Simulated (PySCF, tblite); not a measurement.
Rigid-rotor lines calculated for a species of formula C6H7N2P (commonest isotopes; wB97X-D/def2-SVPD in PySCF (dipole) on a GFN2-xTB geometry, gas phase), labelled J(Ka,Kc):

| transition | MHz |
| --- | --- |
| 2(0,2) ← 1(0,1) | 3849.0 |
| 1(0,1) ← 0(0,0) | 1932.3 |
| 2(1,2) ← 1(1,1) | 3675.8 |
| 1(1,1) ← 0(0,0) | 3546.5 |
| 2(1,1) ← 1(1,0) | 4053.5 |

Find the rotational constants.

1(0,1) ← 0(0,0) is B + C, 2(1,1) ← 1(1,0) is 3B + C and 2(1,2) ← 1(1,1) is B + 3C, so B − C is half the difference of the last two, 188.8 MHz. 1(1,1) ← 0(0,0) is A + C. A = 2674.8, B = 1060.6, C = 871.7 MHz.

What moments of inertia, asymmetry and inertial defect follow?

I = 505379 MHz·u·Å² over each constant: Ia = 188.94, Ib = 476.50, Ic = 579.75 u·Å²; κ = (2B − A − C)/(A − C) = -0.790 (asymmetric top); Δ = Ic − Ia − Ib = -85.68 u·Å².

Which dipole components do these lines need?

μa and μb (a-type: ΔKa even, ΔKc odd; b-type: both odd). The calculation gives |μa| = 2.50 D, |μb| = 1.24 D, |μc| = 0.95 D.

Where do these fall, and of which type are they? 3(3,1) ← 3(2,2); 3(2,1) ← 2(1,1); 2(2,1) ← 2(1,1); 3(1,3) ← 2(1,2); 2(1,1) ← 2(1,2); 2(2,0) ← 1(1,0); 3(3,1) ← 3(2,1); 3(2,2) ← 2(1,1); 2(2,1) ← 1(1,1); 3(3,1) ← 2(2,0); 2(2,1) ← 1(1,0).

```csv
transition,MHz,type,branch
"2(1,1) ← 2(1,2)",567,a,Q
"2(2,1) ← 2(1,1)",4843,c,Q
"3(1,3) ← 2(1,2)",5504,a,R
"3(3,1) ← 3(2,1)",8475,c,Q
"3(3,1) ← 3(2,2)",8553,b,Q
"2(2,1) ← 1(1,0)",8896,b,R
"2(2,0) ← 1(1,0)",8912,c,R
"2(2,1) ← 1(1,1)",9085,c,R
"3(2,2) ← 2(1,1)",10640,b,R
"3(2,1) ← 2(1,1)",10717,c,R
"3(3,1) ← 2(2,0)",14334,b,R
```

Which structure gave them?

`n1(CC#C)c(pcn1)C`, point group C1. Three constants can't fix a structure by themselves; this is the one that was computed:
```xyz
16
C6H7N2P angstrom
C      2.123   -1.800    1.103
C      1.548   -1.250    0.209
C      0.831   -0.547   -0.840
N      0.101    0.587   -0.319
N      0.547    1.795   -0.613
C     -0.204    2.706   -0.058
P     -1.552    2.106    0.896
C     -0.993    0.521    0.466
C     -1.580   -0.792    0.845
H      2.642   -2.292    1.870
H      1.546   -0.150   -1.567
H      0.143   -1.237   -1.344
H      0.041    3.741   -0.215
H     -0.839   -1.419    1.342
H     -1.942   -1.326   -0.036
H     -2.419   -0.635    1.518
```

The values belong to one conformer (point group C1) with, in the numbering `[CH:1]#[C:2][CH2:3][n:4]1[n:5][cH:6][p:7][c:8]1[CH3:9]`, C2–C3–N4–N5 109°. Its GFN2-xTB frequencies are all real (lowest 58 cm⁻¹). No vibrational averaging or centrifugal distortion is included, and the geometry carries the error of its method. A rigid rotor knows nothing of internal rotation, which can split or shift real lines. Quadrupole hyperfine structure (14N) is left out.

Cost: about 2.5 min of CPU time on one thread; the machine was shared, so the figure is rough. This is the wB97X-D/def2-SVPD job that gave the dipole, with the excitations it also computed.
